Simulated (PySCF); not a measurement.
Exercise with solution: oscillator strength and radiative lifetime

silanone (H2OSi), SMILES O=[SiH2].

Geometry optimised at B3LYP-D3(BJ)/def2-TZVP.

PySCF 2.14.0 with TDDFT-PBE/def2-TZVPD puts the first singlet state with f over 0.02 at 5.74 eV (vertical), with the transition dipole (0.000, 0.000, 0.541) in atomic units.

Find the oscillator strength, the wavelength and the radiative lifetime that this transition would have in vacuum if emission retraced absorption.


|μ|² = 0.2927 au, so |μ| = 1.38 D. ΔE = 5.74/27.211 = 0.2109 hartree. f = (2/3) ΔE |μ|² = 0.041 (the program prints 0.041).
λ = 1239.84/5.74 = 216 nm; ν = 46296 cm⁻¹.
Einstein's coefficient A = 0.6670 ν² f s⁻¹ (ν in cm⁻¹) = 5.9e7 s⁻¹, so τ = 1/A = 17 ns. This state is S3; the lower singlets have f = 0.000, 0.001. The figure is the radiative limit of this one transition; relaxation, internal conversion, crossing to triplets and a medium change what is measured.
